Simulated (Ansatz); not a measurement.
Ideal-gas functions of BrH₂NZn (`[NH2][Zn][Br]`) at 500 K and 1 bar, from an Ansatz frequency run at PBE0-D4/def2-TZVP.

Molar mass 161.32 g/mol, point group Cs (symmetry number 1), electronic degeneracy 1, moments of inertia 1.671, 318.048, 319.069 u Å². Harmonic wavenumbers (cm⁻¹, unscaled): 120, 126, 296, 452, 683, 773, 1560, 3557, 3649.

Use S(trans) = R[1.5 ln M + 2.5 ln T − 1.1517]; rotational temperatures θ = 24.2544 K / I; S(rot) = R[ln(√π/σ · √(T³/θAθBθC)) + 1.5]; for each mode x = 1.438777 ν̃/T, S = R[x/(eˣ − 1) − ln(1 − e⁻ˣ)] and H = RT x/(eˣ − 1); 1 cm⁻¹ = 0.0119627 kJ/mol; R = 8.31446 J/(mol·K).

**Question.** By hand: the entropy, in J/(mol·K).

**Answer.** Translation 183.0. Rotation: θ = 14.5149, 0.0763, 0.076 K, giving 105.0. Vibration, mode by mode: 17.20, 16.80, 9.90, 6.69, 3.92, 3.19, 0.52, 0.00, 0.00, in all 58.2. Electronic 0.0. Sum 346.2 J/(mol·K).

**Question.** By hand: H − E and G − E in kJ/mol, counted from the electronic energy.

**Answer.** Zero-point energy ½ × 11216 × 0.0119627 = 67.1; thermal vibration 14.3; translation, rotation and pV give 4 RT = 16.6. H − E = 98.0 kJ/mol, and G − E = 98.0 − 500 × 346.2/1000 = -75.1 kJ/mol.

Vibration gives 17 % of the entropy, 34.0 J/(mol·K) of it from the modes under 150 cm⁻¹: soft modes count most, and the harmonic formula is weakest for them. The sum counts one conformer and one mirror image; others add a mixing term.
